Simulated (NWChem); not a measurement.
System: CH$_{4}$OTe; SMILES C[Te]O

Excerpt of the output:

```
             Northwest Computational Chemistry Package (NWChem) 7.3.0
             --------------------------------------------------------

 C1  symmetry detected

                             Geometry "geometry" -> ""
                             -------------------------

 Output coordinates in angstroms (scale by  1.889725989 to convert to a.u.)

  No.       Tag          Charge          X              Y              Z
 ---- ---------------- ---------- -------------- -------------- --------------
    1 Te                  52.0000     0.36840909     0.04603204     0.00450691
    2 C                    6.0000    -0.96621592    -1.63494931     0.00346715
    3 H                    1.0000    -1.46980299    -1.74021794    -0.96542171
    4 H                    1.0000    -1.69745470    -1.49047333     0.80912878
    5 H                    1.0000    -0.36538246    -2.53272667     0.21092401
    6 O                    8.0000    -1.06923893     1.43971935     0.06748067
    7 H                    1.0000    -1.27342568     1.66169274    -0.84963856

 Effective nuclear repulsion energy (a.u.)     255.7098115487

                                 NWChem DFT Module
                                 -----------------

 Summary of "ao basis" -> "ao basis" (spherical)
 ------------------------------------------------------------------------------
       Tag                 Description            Shells   Functions and Types
 ---------------- ------------------------------  ------  ---------------------
 Te                        def2-svpd                13       35   5s5p3d
 C                         def2-svpd                 8       20   4s2p2d
 H                         def2-svpd                 4        8   2s2p
 O                         def2-svpd                 9       23   4s3p2d

            General Information
            -------------------
          SCF calculation type: DFT
          Wavefunction type:  closed shell.
          No. of atoms     :     7
          No. of electrons :    42
           Alpha electrons :    21
            Beta electrons :    21
          Charge           :     0
          Spin multiplicity:     1
          Use of symmetry is: off; symmetry adaption is: off
          Maximum number of iterations: 150
          AO basis - number of functions:   110
                     number of shells:    46
          Convergence on energy requested:  1.00D-06
          Convergence on density requested:  1.00D-05
          Convergence on gradient requested:  5.00D-04

              XC Information
              --------------
                         B3LYP Method XC Potential
                     Hartree-Fock (Exact) Exchange  0.200
                        Slater Exchange Functional  0.800 local
                    Becke 1988 Exchange Functional  0.720 non-local
              Lee-Yang-Parr Correlation Functional  0.810
                  VWN I RPA Correlation Functional  0.190 local

             Grid Information
             ----------------
          Grid used for XC integration:  medium
          Radial quadrature: Mura-Knowles
          Angular quadrature: Lebedev.
          Tag              B.-S. Rad. Rad. Pts. Rad. Cut. Ang. Pts.
          ---              ---------- --------- --------- ---------
          Te                  1.40      123          11.0       590
          C                   0.70       49          11.0       434
          H                   0.35       45          12.0       434
          O                   0.60       49          11.0       434
          Grid pruning is: on
          Number of quadrature shells:   401
          Spatial weights used:  Erf1

      Superposition of Atomic Density Guess
      -------------------------------------

 Sum of atomic energies:        -425.53808338

      Non-variational initial energy
      ------------------------------

 Total energy =    -382.131172
 1-e energy   =    -885.842139
 2-e energy   =     371.032131
 HOMO         =      -0.219979
 LUMO         =      -0.068471

[...]

                                NWChem TDDFT Module
                                -------------------

            General Information
            -------------------
           No. of orbitals :     220
            Alpha orbitals :     110
             Beta orbitals :     110
        Alpha frozen cores :       0
         Beta frozen cores :       0
     Alpha frozen virtuals :       0
      Beta frozen virtuals :       0
         Spin multiplicity :       1
    Number of AO functions :     110
        Use of symmetry is : off
      Symmetry adaption is : off
         Schwarz screening :  0.10D-07

              XC Information
              --------------
                  B3LYP Method XC Potential
              Hartree-Fock (Exact) Exchange   0.20
                 Slater Exchange Functional   0.80 local
             Becke 1988 Exchange Functional   0.72 non-local
       Lee-Yang-Parr Correlation Functional   0.81
           VWN I RPA Correlation Functional   0.19 local

             TDDFT Information
             -----------------
          Calculation type : Tamm-Dancoff TDDFT
         Wavefunction type : Restricted singlets
          No. of electrons :      42
           Alpha electrons :      21
            Beta electrons :      21
              No. of roots :       6
          Max subspacesize :    5200
            Max iterations :     100
               Target root :       1
           Target symmetry : none
      Symmetry restriction : off
                 Algorithm : Optimal
        Davidson threshold :  0.10D-03

    6 smallest eigenvalue differences (eV)
--------------------------------------------------------
  No. Spin  Occ  Vir  Irrep   E(Occ)    E(Vir)   E(Diff)
--------------------------------------------------------
    1    1   21   22 a        -0.215    -0.069     3.954
    2    1   21   23 a        -0.215    -0.019     5.323
    3    1   21   24 a        -0.215     0.004     5.953
    4    1   20   22 a        -0.295    -0.069     6.136
    5    1   21   25 a        -0.215     0.027     6.573
    6    1   21   26 a        -0.215     0.038     6.860
--------------------------------------------------------

  Entering Davidson iterations
  Restricted singlet excited states

  Iter   NTrls   NConv    DeltaV     DeltaE      Time
  ----  ------  ------  ---------  ---------  ---------
    1      6       0     0.98E-01   0.10+100       13.4
    2     12       0     0.32E-01   0.11E-01       14.0
    3     18       0     0.90E-02   0.14E-02       13.7
    4     24       0     0.21E-02   0.15E-03       13.5
    5     30       3     0.49E-03   0.86E-05       15.1
    6     33       6     0.98E-04   0.27E-06       12.4
  ----  ------  ------  ---------  ---------  ---------
  Convergence criterion met

  Ground state a        -383.747204647636 a.u.

  ----------------------------------------------------------------------------
  Root   1 singlet a              0.107633501 a.u.                2.9289 eV
  ----------------------------------------------------------------------------
     Transition Moments    X  0.06912   Y -0.09173   Z  0.09671
     Dipole Oscillator Strength                    0.0016177885
     Electric Quadrupole                           0.0000000163
     Magnetic Dipole                               0.0000011406
     Total Oscillator Strength                     0.0016189453

     Occ.   21  a   ---  Virt.   22  a       -0.99460
     Occ.   21  a   ---  Virt.   23  a       -0.07234
  ----------------------------------------------------------------------------
  Root   2 singlet a              0.164982030 a.u.                4.4894 eV
  ----------------------------------------------------------------------------
     Transition Moments    X  0.03350   Y -0.02260   Z  0.13180
     Dipole Oscillator Strength                    0.0020901602
     Electric Quadrupole                           0.0000000232
     Magnetic Dipole                               0.0000009118
     Total Oscillator Strength                     0.0020910951

     Occ.   21  a   ---  Virt.   22  a       -0.07027
     Occ.   21  a   ---  Virt.   23  a        0.98911
     Occ.   21  a   ---  Virt.   24  a        0.07435
  ----------------------------------------------------------------------------
  Root   3 singlet a              0.182919236 a.u.                4.9775 eV
  ----------------------------------------------------------------------------
     Transition Moments    X  0.24084   Y -0.17091   Z -0.03222
     Dipole Oscillator Strength                    0.0107619069
     Electric Quadrupole                           0.0000000044
     Magnetic Dipole                               0.0000009310
     Total Oscillator Strength                     0.0107628423

     Occ.   19  a   ---  Virt.   22  a       -0.19048
     Occ.   20  a   ---  Virt.   22  a       -0.96913
     Occ.   20  a   ---  Virt.   23  a        0.07366
     Occ.   21  a   ---  Virt.   24  a        0.05741
  ----------------------------------------------------------------------------
  Root   4 singlet a              0.185232250 a.u.                5.0404 eV
  ----------------------------------------------------------------------------
     Transition Moments    X  0.06449   Y  0.04436   Z -0.82741
     Dipole Oscillator Strength                    0.0852973767
     Electric Quadrupole                           0.0000001290
     Magnetic Dipole                               0.0000003951
     Total Oscillator Strength                     0.0852979008

[...]
```

Level: B3LYP/def2-SVPD with def2 effective core potentials on Te, TDA. The geometry was optimised at PBE0/def2-SVP. Not confirmed as a minimum by frequencies. def2 effective core potentials on Te; no spin-orbit coupling.

Question: Reconstruct the input file.

Answer: Several could match; the one computed here: the input that was run:
```
start job
memory heap 200 mb stack 900 mb global 1100 mb
geometry units angstroms noautoz
  Te     0.344857     0.060399    -0.023508
  C     -0.935389    -1.662251    -0.004261
  H     -1.463542    -1.773868    -0.959260
  H     -1.646933    -1.549252     0.823755
  H     -0.300644    -2.542410     0.175912
  O     -1.133694     1.406767     0.096250
  H     -1.371560     1.631253    -0.812099
end
basis spherical
  * library def2-svpd
end
ecp
  Te library def2-ecp
end
dft
  xc b3lyp
  iterations 150
end
tddft
  cis
  nroots 6
  notriplet
end
task tddft energy
```
